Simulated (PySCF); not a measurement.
**Identify the compound**

An unknown has the formula C₇H₁₄F₂Si. Its calculated NMR data are:

¹H NMR (500 MHz, computed): δ 5.59 (m, 2H), 4.24 (s, 3H), 1.23 (s, 9H).

¹³C{¹H} NMR (computed): δ 179.9, 113.8, 82.6, 38.9, 29.6.

Computed data (PySCF): shielding tensors at PBE0/pcSseg-1 (GIAO), structure optimised with GFN2-xTB. Averaged over atoms made equivalent by symmetry, fast rotation or ring inversion, relativity neglected, in vacuum, one conformer.

References, each an isolated molecule treated in the same way: TMS for ¹H, ¹³C.

Task: Which of these isomers gave the spectra?
A. C[C@@H]1[C@@H](F)CC[Si@@H](C)[C@H]1F
B. CC(C)(C)[C@H]([SiH3])/C(F)=C/F
C. CC(C)(C)/C(F)=C(/[SiH3])CF
D. C[C@@H]1[C@@H](F)CC[Si@H](C)[C@H]1F

Result: C. 

- The formula gives 1 degree of unsaturation (no ring in the answer).
- 5 carbon signals for 7 carbons: some carbons are equivalent by symmetry or fast rotation.
- Carbon types of the structure: 3 × C, 1 × CH2, 3 × CH3, leaving 3 H on heteroatoms.
- δC 179.9, 113.8: fully substituted alkene carbon.
- δC 82.6: allylic sp3 CH2 bonded to F; pulled downfield by the heteroatom.
- δC 38.9: allylic quaternary sp3 carbon; saturated and bonded to C and H only.
- δC 29.6: methyl carbon; aliphatic region, no heteroatom directly attached.
- δH 5.59: hydrogen on an allylic sp3 CH2 bonded to F; its carbon carries F, an electronegative neighbour.

The others: C[C@@H]1[C@@H](F)CC[Si@@H](C)[C@H]1F would give 7 carbon signals, not 5; CC(C)(C)[C@H]([SiH3])/C(F)=C/F would give 4 signals for carbon-bound and other non-exchanging H, not 3; C[C@@H]1[C@@H](F)CC[Si@H](C)[C@H]1F would give 7 carbon signals, not 5.

Splittings by ¹⁹F in the carbon and heteronuclear signals aren't shown, as no couplings were computed. Shifts are as computed. Against solution values, carbons near 30 ppm lie about +3 ppm off and those near 130 ppm about +5 ppm. Of 1211 compounds with measured shifts, 218 miss one by over three times the rms of a fit or turn the order of signals round; such compounds aren't used in these exercises. No couplings were computed; multiplicities are counted from neighbouring protons, with m where these are inequivalent, close in shift, in a saturated or five-membered ring or joined by F or P, and br s for small geminal =CH2 splittings.
